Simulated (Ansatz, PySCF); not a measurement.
Dimer: H2 (SMILES [H][H]) (first 2 atoms) with CH3NO (SMILES NC=O); geometry from B3LYP-D3(BJ)/def2-TZVP, rigid monomers moved along the line of their centres of mass till H1···O5 is 2.36 Å.
(charge 0, multiplicity 1):
```xyz
8

H     -0.31464    -0.21505     0.47387
H      0.00559    -0.00640    -0.16754
N      0.95911     0.68298     3.04529
C     -0.11554    -0.02998     3.46155
O     -0.90695    -0.58268     2.73126
H      1.13913     0.77922     2.05898
H      1.58008     1.11984     3.70287
H     -0.20171    -0.05884     4.56310
```

Interaction energies are E(AB) − E(A) − E(B) at the monomers' geometry in the complex; basis-set methods are counterpoise corrected.

Correlated levels freeze the cores. CBS(a, b) extrapolates the correlation energy as X⁻³ and adds the Hartree–Fock energy of set b.

Run with Ansatz (Gaussian orbitals); PySCF for the dispersion terms. 

PBE/def2-TZVPPD gives -0.53 kcal/mol for the interaction energy.

### Question
Predict the shift from PBE, with its sign, for: PBE-D3(BJ)/def2-TZVPPD, r2SCAN/def2-TZVPPD, B3LYP/def2-TZVPPD, wB97M-V/def2-TZVPPD, MP2/CBS(aug-cc-pVDZ, aug-cc-pVTZ), MP2/CBS(aug-cc-pVDZ, aug-cc-pVTZ) + ΔCCSD(T)/aug-cc-pVDZ.

### Answer
PBE-D3(BJ)/def2-TZVPPD -0.50; r2SCAN/def2-TZVPPD 0.08; B3LYP/def2-TZVPPD 0.53; wB97M-V/def2-TZVPPD -0.14; MP2/CBS(aug-cc-pVDZ, aug-cc-pVTZ) -0.15; MP2/CBS(aug-cc-pVDZ, aug-cc-pVTZ) + ΔCCSD(T)/aug-cc-pVDZ -0.18 kcal/mol. 2 of 6 lie above PBE; the widest gap is to B3LYP/def2-TZVPPD.

Ansatz is a quantum-chemistry and plane-wave program.
